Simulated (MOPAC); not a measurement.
Input for MOPAC: PM3 on ZnO, 2S+1 = 1, a point of a bond scan (R = 1.704 Å).

```
PM3 1SCF PRECISE CHARGE=0 THREADS=1
OZn

Zn     0.00000000 1     0.00000000 1     0.00000000 1
O      0.00000000 1     0.00000000 1     1.70433800 1
```

Program output:

```
*******************************************************************************
 **                                                                           **
 **                              MOPAC v23.2.5                                **
 **                                                                           **
 *******************************************************************************
 ** MOPAC's Digital Object Identifier: https://doi.org/10.5281/zenodo.6511958 **
 **                                                                           **
 ** Please cite the open-source release paper for use of this MOPAC version:  **
 ** J. E. Moussa and J. J. P. Stewart (2026)                                  **
 ** MOPAC: An open-source semiempirical molecular orbital program             **
 ** J. Open Source Softw., 11(119), 8025, https://doi.org/10.21105/joss.08025 **
 *******************************************************************************

                              PM3 CALCULATION RESULTS

 *******************************************************************************
 *  PM3        - The PM3 Hamiltonian to be used
 *
 *
 *
 *                 CHARGE ON SYSTEM = 0
 *
 *
 *
 *  PRECISE    - TIGHTER CRITERIA TO BE USED
 *  1SCF       - DO 1 SCF AND THEN STOP
 *  THREADS=1  - MULTI-THREADING NOT USED
 *  T=         - A TIME OF 172800.0 SECONDS REQUESTED
 *  DUMP=N     - RESTART FILE WRITTEN EVERY 7200.0 SECONDS REQUESTED
 *******************************************************************************
PM3 1SCF PRECISE CHARGE=0 THREADS=1
 OZn

   ATOM   CHEMICAL          X               Y               Z
  NUMBER   SYMBOL      (ANGSTROMS)     (ANGSTROMS)     (ANGSTROMS)

     1      Zn          0.00000000  *   0.00000000  *   0.00000000  *
     2       O          0.00000000  *   0.00000000  *   1.70433800  *



          CARTESIAN COORDINATES

    NO.       ATOM           X           Y           Z

     1        Zn          0.0000      0.0000      0.0000
     2         O          0.0000      0.0000      1.7043

  O: (PM3): J. J. P. STEWART, J. COMP. CHEM. 10, 209 (1989).
 Zn: (PM3): J. J. P. STEWART, J. COMP. CHEM. 12, 320-341 (1991).

           Empirical Formula: O Zn  =     2 atoms



      MOLECULAR POINT GROUP   :   C*v


      RHF CALCULATION, NO. OF DOUBLY OCCUPIED LEVELS = 4


 -------------------------------------------------------------------------------
 PM3 1SCF PRECISE CHARGE=0 THREADS=1
 OZn



     1SCF WAS SPECIFIED, SO BFGS WAS NOT USED
     SCF FIELD WAS ACHIEVED


                              PM3 CALCULATION
                                                       MOPAC v23.2.5 Linux




          FINAL HEAT OF FORMATION =         74.69804 KCAL/MOL =     312.53659 KJ/MOL


          COSMO AREA              =         52.93 SQUARE ANGSTROMS
          COSMO VOLUME            =         33.91 CUBIC ANGSTROMS

          IONIZATION POTENTIAL    =         10.828563 EV
          HOMO LUMO ENERGIES (EV) =        -10.829 -2.169
          NO. OF FILLED LEVELS    =          4
          MOLECULAR WEIGHT        =         81.3794         POINT GROUP:  C*v

          MOLECULAR DIMENSIONS (Angstroms)

            Atom       Atom       Distance
            O     2   Zn     1     1.70434
            O     2   Zn     1     0.00000
           Zn     1    O     2     0.00000


          SCF CALCULATIONS        =          1





   ATOM   CHEMICAL          X               Y               Z
  NUMBER   SYMBOL      (ANGSTROMS)     (ANGSTROMS)     (ANGSTROMS)

     1      Zn          0.00000000  *   0.00000000  *   0.00000000  *
     2       O          0.00000000  *   0.00000000  *   1.70433800  *

                             CARTESIAN COORDINATES

   1   Zn        0.000000000     0.000000000     0.000000000
   2    O        0.000000000     0.000000000     1.704338000


           Empirical Formula: O Zn  =     2 atoms



      MOLECULAR POINT GROUP   :   C*v


                  EIGENVALUES
 -31.01895 -11.65468 -10.82856 -10.82856  -2.16926   2.25383   2.25383   5.61771


              NET ATOMIC CHARGES AND DIPOLE CONTRIBUTIONS

  ATOM NO.   TYPE          CHARGE      No. of ELECS.   s-Pop       p-Pop
    1         Zn           0.398035        1.6020     0.95674     0.64522
    2          O          -0.398035        6.3980     1.86648     4.53155
 DIPOLE           X         Y         Z       TOTAL
 POINT-CHG.     0.000     0.000    -3.258     3.258
 HYBRID         0.000     0.000    -2.255     2.255
 SUM            0.000     0.000    -5.514     5.514


          ATOMIC ORBITAL ELECTRON POPULATIONS

     Atom    s        px        py        pz
    1 Zn   0.95674   0.23767   0.23767   0.16988
    2  O   1.86648   1.76233   1.76233   1.00689

 **********************
 *                    *
 * JOB ENDED NORMALLY *
 *                    *
 **********************




 == MOPAC DONE ==
```

The run finished.

Cost: about 0.03 core-seconds (a rough figure).
